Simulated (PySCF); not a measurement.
A series of related compounds: `InChI=1S/C5H2ClOP/c1-2-4-5(6)8-3-7-4/h1,3H`; `C=Cc1ocpc1Cl`, C5H4ClOP; `c1(C(C)=O)oc(C=O)pc1Cl`, C6H4ClO3P; `FC(F)(F)c1ocpc1Cl`, C4HClF3OP; SMILES o1c(C(C)=O)c(Cl)pc1, C5H4ClO2P; `c1(Cl)oc(C(C)=O)c(Cl)p1`, C5H3Cl2O2P; `CCc1ocpc1Cl`, C5H6ClOP; `Clc1pcoc1-c1ccccc1`, C9H6ClOP; SMILES CC(C)c1ocpc1Cl, C6H8ClOP; `P1=C(C)OC(C(C)=O)=C1Cl`, C6H6ClO2P; `Clc1pcoc1C1CC1`, C6H6ClOP; `o1c(CC)pc(Cl)c1C(C)=O`, C7H8ClO2P.

Calculated, not measured (PySCF 2.14.0 with density-fitted response routines): geometry: GFN2-xTB, shieldings: GIAO PBE0/pcSseg-1. Gas phase, rapidly exchanging positions averaged, relativity neglected, a single conformation.

Scale: 31P (σref 318.38) against H3PO4 (reference shieldings calculated alike).

**Question.** How does the 31P shift change along the series?

**Answer.** 
```json
{"compound": "C#Cc1ocpc1Cl", "change": "COCH3 replaced by ethynyl", "δ (ppm)": "140.7", "HOMO–LUMO gap (eV)": "5.44"}
{"compound": "C=Cc1ocpc1Cl", "change": "COCH3 replaced by vinyl", "δ (ppm)": "140.1", "HOMO–LUMO gap (eV)": "5.13"}
{"compound": "CC(=O)c1oc(C=O)pc1Cl", "change": "H replaced by CHO", "δ (ppm)": "219.6", "HOMO–LUMO gap (eV)": "4.65"}
{"compound": "FC(F)(F)c1ocpc1Cl", "change": "COCH3 replaced by CF3", "δ (ppm)": "150.4", "HOMO–LUMO gap (eV)": "6.11"}
{"compound": "CC(=O)c1ocpc1Cl", "change": "base", "δ (ppm)": "150.6", "HOMO–LUMO gap (eV)": "5.47"}
{"compound": "CC(=O)c1oc(Cl)pc1Cl", "change": "H replaced by Cl", "δ (ppm)": "135.2", "HOMO–LUMO gap (eV)": "5.18"}
{"compound": "CCc1ocpc1Cl", "change": "COCH3 replaced by C2H5", "δ (ppm)": "140.4", "HOMO–LUMO gap (eV)": "5.84"}
{"compound": "Clc1pcoc1-c1ccccc1", "change": "COCH3 replaced by Ph", "δ (ppm)": "150.8", "HOMO–LUMO gap (eV)": "5.07"}
{"compound": "CC(C)c1ocpc1Cl", "change": "COCH3 replaced by iPr", "δ (ppm)": "137.5", "HOMO–LUMO gap (eV)": "5.82"}
{"compound": "CC(=O)c1oc(C)pc1Cl", "change": "H replaced by CH3", "δ (ppm)": "138.4", "HOMO–LUMO gap (eV)": "5.29"}
{"compound": "Clc1pcoc1C1CC1", "change": "COCH3 replaced by cPr", "δ (ppm)": "138.8", "HOMO–LUMO gap (eV)": "5.57"}
{"compound": "CCc1oc(C(C)=O)c(Cl)p1", "change": "H replaced by C2H5", "δ (ppm)": "130.0", "HOMO–LUMO gap (eV)": "5.29"}
```
